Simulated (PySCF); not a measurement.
Spin states of NbSe

Unrestricted PBE0; Nb def2-TZVPP with ECP28, Se def2-TZVPP; scalar-relativistic core potentials (PySCF 2.14). Outer shells of the fragments: Nb 4d4 5s1; Se 3d10 4s2 4p4.

Followed along the bond (rough minima from three points):

```
2Ms+1       unpaired  ⟨S²⟩ at the start  R at minimum (Å)  Te (eV)
    4      σ ↑, δ ↑↑               4.00              2.27     0.00
    2            δ ↑               1.76              2.25     0.55
    4  σ ↑, π ↑, δ ↑               3.99              2.31     0.73
    4  σ ↑, π ↑, δ ↑               4.03              2.30     0.77
    4      π ↑, δ ↑↑               3.97              2.33     1.18
    2  σ ↑, π ↓, δ ↑               1.82              2.29     1.25
```

Solutions found at the starting distance of 2.475 Å, counted from the lowest of them; the search is not exhaustive and high or unbound solutions are not listed, so other states can lie among these:

| 2Ms+1 | unpaired | term | E (eV) | ⟨S²⟩ | ⟨Lz²⟩ | μ (D) |
| --- | --- | --- | --- | --- | --- | --- |
| 4 | σ ↑, δ ↑↑ | ⁴Σ⁻ | 0.00 | 4.00 | 0.00 | -5.60 |
| 4 | σ ↑, π ↑, δ ↑ | mixed | 0.59 | 3.99 | 4.57 | -5.62 |
| 4 | σ ↑, π ↑, δ ↑ | mixed | 0.63 | 4.03 | 5.01 | -5.26 |
| 2 | δ ↑ | mixed | 0.65 | 1.76 | 4.80 | -5.49 |
| 4 | π ↑, δ ↑↑ | mixed | 0.98 | 3.97 | 1.37 | -6.41 |
| 2 | σ ↑, π ↓, δ ↑ | mixed | 1.17 | 1.82 | 4.34 | -5.93 |
| 2 | σ ↓, δ ↑↑ | mixed | 1.24 | 1.90 | 0.00 | -4.35 |
| 2 | σ ↓, π ↑, δ ↑ | mixed | 1.34 | 1.78 | 6.77 | -6.29 |
| 6 | σ ↑, π ↑↑, δ ↑↑ | mixed | 1.42 | 8.77 | 2.09 | -3.26 |
| 4 | σ ↑↑, δ ↑ | mixed | 1.52 | 4.12 | 4.00 | -1.37 |
| 6 | σ ↑, π ↑↑, δ ↑↑ | mixed | 1.62 | 8.76 | 2.12 | -3.32 |
| 6 | σ ↑, π ↑↑↑, δ ↑ | mixed | 1.74 | 8.76 | 4.95 | -3.42 |
| 6 | σ ↑, π ↑↑↑, δ ↑ | mixed | 1.75 | 8.76 | 5.02 | -3.40 |
| 6 | π ↑↑↑, δ ↑↑ | ⁶Π | 2.29 | 8.76 | 1.05 | -4.42 |

A term symbol is given only where ⟨S²⟩ and ⟨Lz²⟩ are close to those of a pure state; real π, δ and φ orbitals otherwise mix terms. A positive dipole means Nb(−)Se(+).

Q: Compare the gap between the two lowest followed solutions at the starting distance with the gap between their minima.

A: At PBE0 the second solution (Ms = 0.5 of mixed spin, unpaired electrons δ ↑) lies +0.65 eV from the first (quartet, unpaired electrons σ ↑, δ ↑↑) at 2.475 Å and +0.55 eV at the minima; the two curves relax by different amounts, since their minima lie near 2.25 and 2.27 Å.

Spin–orbit coupling is left out. With d or f electrons several states lie close, and the lowest PBE0 determinant need not be the measured ground state.
